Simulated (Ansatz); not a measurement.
Two structures, one formula

Two relaxed structures of B₄H₆, closed shell (PBE0-D4/def2-TZVP; forces vanish, vibrations not checked).

A:

```xyz
10
angstrom
B 0.0530 1.1081 -0.6897
B 0.2285 1.3043 0.7534
B -0.0183 -0.2954 0.2553
B -0.1955 -1.9681 0.5044
H -0.0983 0.8501 -1.8329
H 0.7741 -2.6579 0.4805
H 0.3585 1.3610 1.9266
H -0.2217 -1.2241 -0.6092
H 0.0169 -0.9566 1.3565
H -1.2849 -2.4074 0.6964
```

B:

```
10
angstrom
B -0.1512 1.7056 -1.1495
B 0.3113 0.9007 0.1858
B 0.5793 -0.6917 0.3585
B -0.4837 -1.8546 0.7618
H -1.3137 1.8826 -1.3886
H 0.6371 2.1580 -1.9310
H 0.4851 1.5565 1.1852
H 1.7192 -1.0393 0.1613
H -0.6880 -2.1703 1.8999
H -1.0954 -2.4475 -0.0833
```

Program: Ansatz 0.2.0. Basis: def2-TZVPP. Cores are frozen in the correlated methods. B3LYP uses VWN-RPA correlation.

Q: Which structure is lower at CCSD(T), and by how much? (An estimate is asked for; the value comes from the calculation.)

A: Computed: B, by 18.2 kJ/mol (electronic energy, against the other). By their contacts, A is B₄H₆ ([H]1[BH2]2[H][B]123[BH][BH]3) and B is B₄H₆ ([BH2][BH][BH][BH2]).

Q: Do the other methods give the same order? (A judgement: the text doesn't fix the answer.)

A: By the calculation: Not all: PBE-D4, MP2 give the other order.

| method | E(B) − E(A) (kJ/mol) |
| --- | --- |
| PBE-D4 | 7.9 |
| r2SCAN-D4 | -12.3 |
| PBE0-D4 | -9.5 |
| B3LYP-D4 | -49.9 |
| wB97M-V | -24.1 |
| HF | -159.6 |
| MP2 | 6.7 |
| CCSD | -43.1 |
| CCSD(T) | -18.2 |

T1 diagnostic: at most 0.017.

Labels in which every atom is bracketed show which atoms are joined, not bond orders.

For scale, one of the runs: CCSD(T)/def2-TZVPP, 208 basis functions, launched by `ansatz run in.yaml --threads 2 --pin off --events-out ev --progress --plain --max-ram 4352MiB`. Hardware: 2 CPU threads of an Arm Neoverse V2, shared host. Wall time 58 s; peak host memory 2.8 GiB.
